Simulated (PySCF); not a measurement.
Species: `Cc1nn(C(C)C)cp1`. The columns A, B, C and D hold Mulliken, IAO, Hirshfeld and ESP-fitted charges (e) of one PBE0/pcSseg-1 density (PySCF), in a shuffled order. Coordinates in Å (GFN2-xTB); the density's dipole moment is (-2.48, -0.39, -0.54) D.

```
atom       x       y       z       A       B       C       D
  C1   3.126  -0.660   0.688  -0.165  -0.430  -0.450  -0.125
  C2   1.964   0.237   0.429  -0.280  -0.093  +0.419  -0.013
  N3   0.789  -0.275   0.174  -0.197  -0.246  -0.459  -0.114
  N4  -0.112   0.670  -0.027  -0.370  +0.064  +0.187  +0.054
  C5  -1.475   0.276  -0.324  -0.114  +0.008  +0.307  +0.037
  C6  -1.493  -0.539  -1.615  -0.201  -0.426  -0.403  -0.123
  C7  -2.033  -0.530   0.846  -0.201  -0.426  -0.412  -0.123
  C8   0.336   1.931   0.065  -0.100  -0.323  -0.259  -0.077
  P9   2.015   2.011   0.432  +0.284  +0.192  -0.229  -0.015
 H10   3.536  -0.472   1.680  +0.132  +0.156  +0.139  +0.046
 H11   2.809  -1.698   0.622  +0.124  +0.159  +0.120  +0.046
 H12   3.915  -0.478  -0.040  +0.132  +0.156  +0.139  +0.046
 H13  -2.055   1.196  -0.455  +0.114  +0.142  +0.009  +0.050
 H14  -1.100   0.046  -2.443  +0.121  +0.147  +0.101  +0.041
 H15  -0.875  -1.425  -1.490  +0.132  +0.159  +0.121  +0.041
 H16  -2.509  -0.843  -1.852  +0.114  +0.144  +0.116  +0.046
 H17  -3.055  -0.833   0.639  +0.114  +0.144  +0.119  +0.046
 H18  -2.021   0.062   1.758  +0.121  +0.147  +0.103  +0.041
 H19  -1.420  -1.415   0.997  +0.132  +0.159  +0.123  +0.041
 H20  -0.345   2.750  -0.086  +0.109  +0.168  +0.208  +0.054
```

Problem. Which column most likely holds the ESP-fitted charges?

Solution. C. Σ q r misses the density's dipole by 0.05 D (C), 1.06 D (D), 1.40 D (B), 2.45 D (A). Charges fitted to the outside potential are the only set here that is tied to the molecule's multipoles.

Problem. And the Hirshfeld charges?

Solution. D. The mean sizes are 0.059 e (D), 0.163 e (A), 0.194 e (B), 0.221 e (C), and Hirshfeld charges are commonly the smallest of these schemes.

As computed, A = Mulliken, B = IAO, C = ESP-fitted, D = Hirshfeld. Hydrogens on carbon: Mulliken +0.11 to +0.13, IAO +0.14 to +0.17, ESP-fitted +0.01 to +0.21, Hirshfeld +0.04 to +0.05 e.

The Mulliken scheme counts on each atom the diagonal of the density matrix times the overlap matrix over that atom's basis functions. The Hirshfeld scheme divides the density at each point in proportion to the densities of the neutral, spherically averaged free atoms.

Isolated species at its GFN2-xTB geometry (one conformer only).

Conformer computed: `[CH3:1][c:2]1[n:3][n:4]([CH:5]([CH3:6])[CH3:7])[cH:8][p:9]1`: N3–N4–C5–C6 -61°.
